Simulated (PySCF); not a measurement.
# How the method changes the constants of YbSe

State: singlet, about 13.9 electrons in the 4f shell (Mulliken). Set-up: PySCF, spin-free X2C with a Gaussian nucleus, basis sets Yb x2c-SVPall, Se x2c-SVPall. De refers to Yb (4f14 6s2) + Se in their high-spin ground configurations, without counterpoise correction. A positive dipole means Yb(−)Se(+). Levels whose curve was spin-contaminated or gave no clean fit are not listed.

```csv
Level,Re (Å),ωe (cm⁻¹),De (eV),μ (D)
RHF,2.539,253,n/a,-12.01
RHF-MP2,2.466,255,n/a,n/a
RHF-SCS-MP2,2.489,248,n/a,n/a
RHF-CCSD,2.475,252,2.08,n/a
PBE,2.466,254,3.22,-7.48
TPSS,2.459,259,3.43,-8.01
r²SCAN,2.448,265,3.39,-8.15
PBE0,2.474,255,2.84,-9.07
ωB97X,2.466,264,2.48,-9.82
B2PLYP,2.486,247,2.60,-9.79
```

(1) What does a quarter of exact exchange do here, going from PBE to PBE0?

(2) What does the step from GGA to meta-GGA do here, going from PBE to r²SCAN?

(3) What does second-order correlation do here, going from RHF to RHF-MP2?

Correlated steps freeze 27 core orbitals. Correlated levels converge slowly with the basis: in double zeta they bind strong bonds too weakly, by up to about 1 eV, and carry superposition errors of some tenths. Spin–orbit coupling is left out, which matters for elements this heavy, above all for dissociation energies. Where the molecule has an RHF reference, its open-shell atoms are computed with UHF. B2PLYP dipoles, levels and charges come from its SCF part alone. The CCSD T1 diagnostic is raised, a sign that a single reference may not be enough here.

The whole job (state search and all levels along the bond) took about 10 min on 4 threads of Intel Xeon 6975P-C (shared host), peak memory 5.9 GiB.

Results:

(1) PBE0 less PBE: +0.8 pm in Re, +0.4 % in ωe, -0.38 eV in De. Exact exchange removes part of the self-interaction that spreads semilocal densities, and in most molecules shortens and stiffens the bond and lowers De; here Re goes the other way.

(2) r²SCAN less PBE: -1.8 pm in Re, +4.3 % in ωe, +0.17 eV in De. 

(3) RHF-MP2 less RHF: -7.3 pm in Re, +0.8 % in ωe. Correlation nearly always deepens the well. The bond shortens, as in weak, metallic or heavy-atom bonds, where dispersion and the correlation of outer-core electrons pull the atoms together.
